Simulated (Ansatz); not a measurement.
Species: [Nb(F)5] (charge 0, multiplicity 1).

Q: Give a relaxed geometry from PBE-D3(BJ)/def2-SVP run with Ansatz (a first-principles code).

A: the end point of this relaxation.
Cartesian coordinates (Å) in one orientation:
```xyz
6

Nb     0.000     0.000     0.000
F     -0.930    -0.881     1.336
F      1.033    -0.962    -1.197
F     -0.103     1.843    -0.139
F      1.485     0.169     1.145
F     -1.485    -0.169    -1.145
```
